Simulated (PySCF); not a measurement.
C3H7BO2Si, SMILES OB(O)[SiH2]CC#C, singlet, GFN2-xTB optimised geometry.

```
14

C     -2.55     1.32    -0.09
C     -2.07     0.29     0.31
C     -1.42    -0.90     0.76
Si     0.34    -1.08    -0.03
B      1.27     0.66     0.00
O      2.62     0.66     0.00
O      0.66     1.88     0.00
H     -3.02     2.20    -0.42
H     -1.34    -0.87     1.85
H     -2.04    -1.76     0.50
H      0.09    -1.61    -1.39
H      0.96    -2.20     0.70
H      3.02     1.54     0.00
H     -0.30     1.89     0.00
```

Density from CAM-B3LYP/def2-TZVP (PySCF 2.14.0) at that geometry.

Minimum of the electron density along straight lines between bonded atoms, close to the bond critical point (lines longer than 1.1 times the sum of covalent radii, or with two minima, are not listed):

| bond | length / Å | ρ at the minimum / e bohr⁻³ | ∇²ρ there / e bohr⁻⁵ | position (fraction from the first atom) |
|---|---|---|---|---|
| C1–C2 | 1.200 | 0.421 | -1.21 | 0.48 |
| C2–C3 | 1.438 | 0.280 | ? | 0.54 |
| C3–Si4 | 1.938 | ? | 0.13 | 0.61 |
| Si4–B5 | 1.977 | 0.122 | ? | 0.39 |
| B5–O6 | 1.352 | 0.215 | 0.97 | 0.33 |
| B5–O7 | 1.360 | 0.211 | 0.92 | 0.33 |
| C1–H8 | 1.049 | 0.299 | -1.14 | 0.66 |
| C3–H9 | 1.092 | 0.275 | -0.93 | 0.64 |
| C3–H10 | 1.090 | 0.276 | -0.94 | 0.64 |
| Si4–H11 | 1.477 | 0.122 | 0.16 | 0.49 |
| Si4–H12 | 1.472 | 0.123 | 0.17 | 0.49 |
| O6–H13 | 0.961 | 0.357 | -2.46 | 0.81 |
| O7–H14 | 0.961 | 0.354 | -2.47 | 0.82 |

### Question
Fill in the missing entries.

### Answer

- C2–C3, ∇²ρ there / e bohr⁻⁵: -0.78
- C3–Si4, ρ at the minimum / e bohr⁻³: 0.108
- Si4–B5, ∇²ρ there / e bohr⁻⁵: -0.05
